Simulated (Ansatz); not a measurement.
Total energies of H₃SbTe (`[SbH2][TeH]`).

Z-matrix (Å, degrees):
```
Sb
Te 1 2.765
H 1 1.709 2 94.9
H 1 1.709 2 94.8 3 -91.4
H 2 1.657 1 94.2 3 45.9
```

Total charge 0; spin multiplicity 1. Correlated methods include outer-core shells of Sb, Te, which these sets cover unevenly. Sb, Te: def2 effective core potential. The structure was optimised at the PBE0-D4/def2-TZVP level. Basis def2-TZVPP, the Gaussian-basis code of Ansatz.

RPA on PBE orbitals: Hartree–Fock energy of these orbitals -507.98356 Eh, correlation -1.12301 Eh (frozen core).

```
functional  energy without D4 (Eh)  D4 term (kJ/mol)
    revPBE              -510.18117             -27.1
      BLYP              -509.98081             -24.7
    r2SCAN              -510.28476              -2.4
      PBE0              -510.10241             -10.0
   r2SCAN0              -510.22562              -3.0
     BHLYP              -509.96036             -19.7
 CAM-B3LYP              -510.06938             -10.5
   ωB97X-V              -510.05021                 –
   ωB97M-V              -510.00680                 –
  PBE-QIDH              -509.73724                 –
```

(1) Give the same for LDA (SPW92), PBE, B97M-V, B3LYP, r2SCANh, HSE06 (plane-wave form), LC-ωPBE, B2PLYP. (Best estimate.)

B3LYP takes the VWN-RPA correlation (the form of Gaussian; ORCA's B3LYP/G). HSE06 is the plane-wave form, built on full-range PBE exchange. The double hybrids freeze the cores in their second-order part.

Results:

(1) The calculation gave: 
```csv
functional,energy without D4 (Eh),D4 term (kJ/mol)
LDA (SPW92),-509.30513,–
PBE,-510.07094,-11.7
B97M-V,-510.07556,–
B3LYP,-510.26467,-19.4
r2SCANh,-510.26081,-2.7
HSE06 (plane-wave form),-510.09854,-9.6
LC-ωPBE,-510.15276,–
B2PLYP,-509.69633,–
```

LC-ωPBE has ω = 0.4 bohr⁻¹.
